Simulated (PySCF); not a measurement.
Geometries of 2 isomers of CH10B2NP, from PBE0-D3(BJ)/def2-SVP geometry optimisation, gas phase in PySCF 2.14.0. One conformer each, no zero-point energy, no frequencies.

Problem. Which is lower in electronic energy at this level?
A.
```xyz
15
angstrom
B     -1.997    1.497    0.274
N     -1.523    0.240   -0.059
C     -0.862   -0.183   -1.287
B      0.674   -0.640   -1.073
P      1.635    0.852   -0.267
H     -2.478    1.676    1.371
H     -1.902    2.397   -0.535
H     -1.581   -0.502    0.633
H     -1.413   -1.033   -1.730
H     -0.953    0.641   -2.013
H      1.310   -0.839   -2.101
H      0.842   -1.527   -0.242
H      3.034    0.684   -0.136
H      1.588    2.107   -0.925
H      1.302    1.253    1.049
```
B.
```xyz
15
angstrom
C      1.971    0.169   -0.382
B      0.551    0.494    0.272
N     -0.179   -0.764    0.968
B     -1.665   -0.623    0.380
P     -1.036    0.720   -0.935
H      2.712   -0.091    0.394
H      1.946   -0.667   -1.103
H      2.369    1.046   -0.918
H      0.506    1.442    1.040
H      0.251   -1.646    0.692
H     -0.146   -0.726    1.985
H     -2.403   -0.083    1.181
H     -2.092   -1.653   -0.105
H     -0.946    0.338   -2.295
H     -1.677    1.975   -1.021
```

Solution. B. That is `C[B@@H-]1[NH2+][BH2-][PH2+]1`, 29.7 kcal/mol below the other.

| SMILES | atoms numbered as above | E (Eh) | relative (kcal/mol) | relative (kJ/mol) | dipole (D) |
| --- | --- | --- | --- | --- | --- |
| C[B@@H-]1[NH2+][BH2-][PH2+]1 | [CH3:1][B@@H-:2]1[NH2+:3][BH2-:4][PH2+:5]1 | -489.45777 | 0.0 | 0.0 | 1.05 |
| BNC[BH2-][PH3+] | [BH2:1][NH:2][CH2:3][BH2-:4][PH3+:5] | -489.41045 | 29.7 | 124.2 | 3.34 |

As drawn, the lower has a four-membered ring, which the higher lacks.
